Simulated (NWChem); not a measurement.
# Correlation energy of Te (-1)

SMILES: [Te-]
```xyz
1

Te     0.0000     0.0000     0.0000
```
Charge -1, spin multiplicity 2.

Program: NWChem.

Basis set: def2-TZVPD. Each correlation energy counts from its own Hartree-Fock reference.

Effective core potentials replace the inner electrons of Te; spin-orbit coupling is left out. The correlated methods keep 4 core orbitals frozen. The stability of the SCF solutions was not checked. Open-shell Hartree-Fock references start from PBE0 orbitals. No row is a measurement; the coupled-cluster row has its own basis-set and correlation limits.

| method | correlation energy (mHa) |
|---|---|
| UMP2 | ? |
| SCS-UMP2 | ? |
| CCSD on UHF | -422.8 |
| CCSD[T] on UHF | -431.8 |
| CCSD(T) on UHF | ? |
| CCSD on ROHF | -426.6 |
| CCSD[T] on ROHF | -435.9 |
| CCSD(T) on ROHF | -435.7 |

### Question
Complete the blanks.

### Answer

- UMP2, correlation energy (mHa): -440.2
- SCS-UMP2, correlation energy (mHa): -388.3
- CCSD(T) on UHF, correlation energy (mHa): -431.5
